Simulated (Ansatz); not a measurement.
Program: Ansatz. Geometries: PBE0-D4/def2-TZVP. ΔE: electronic, gas phase. CCSD(T)/CBS is the MP2 limit (def2-TZVPP, def2-QZVPP) plus CCSD(T) − MP2 in def2-TZVPP, frozen cores. This one scheme is used for every species. DFT in def2-TZVPP. One conformer a species, not always the lowest.

Consider the ligand exchange at a B–O bond: `COBF` + `C[Si](C)(C)O` → `C[Si](C)(C)OBF` + CH₃OH.

```csv
level,ΔE (kJ/mol),difference from CCSD(T)/CBS
LDA (SPW92),2.8,7.4
PBE-D4,-1.8,2.8
revPBE-D4,-3.1,1.5
r2SCAN-D4,-2.8,1.8
r2SCAN0-D4,-4.0,0.6
BHLYP-D4,-7.1,-2.5
B2PLYP,-1.2,3.4
PBE,1.1,5.7
revPBE,1.0,5.6
r2SCAN0,-2.7,1.9
LC-ωPBE,-1.0,3.6
HF/def2-TZVPP,-5.7,-1.1
SCS-MP2/def2-TZVPP,-2.9,1.7
CCSD/def2-TZVPP,-3.7,0.9
SCS-MP2/def2-QZVPP,-3.7,0.9
CCSD/CBS(def2),-5.1,-0.5
CCSD(T)/CBS,-4.6,0
```

Largest T1 diagnostic among the species: 0.013.

Leaving LDA and LC-ωPBE aside and taking each functional with its dispersion term where it has one, the values spread over 5.8 kJ/mol, from BHLYP-D4 to B2PLYP. The D4 term adds −4.5 kJ/mol with B3LYP and −2.8 kJ/mol with PBE0; it sums over pairs of atoms, weighted by their polarisabilities, and B3LYP, whose exchange is more repulsive, gets the larger term. From BLYP to BHLYP (50 % exact exchange), in def2-TZVPP and without D4, ΔE moves by −4.2 kJ/mol.

B3LYP here is the variant with VWN-RPA as its local correlation; programs differ in this.
